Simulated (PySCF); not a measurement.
**Br⁺: excitation energy**

Br⁺ [Ar] 3d10 4s2 4p4 (3P) → Br⁺ [Ar] 3d10 4s2 4p3 4d1 (5D), as a difference of total energies. All numbers are calculated (PySCF 2.14, scalar relativity through the core potential, in aug-cc-pV5Z-PP with ECP10MDF (8s7p6d4f3g2h, 136 functions)). Correlated levels: valence: 3s2 3p6 3d10 frozen. The calculations carry no spin-orbit coupling.

Order these methods by the excitation energy they give, lowest first.
A. BHandHLYP
B. B97-3
C. UHF
D. M06-2X

C (11.873 eV), D (12.457 eV), B (12.495 eV), A (12.655 eV).

For comparison: 12.722 eV (measured; NIST levels, between the centres of gravity of the two terms).
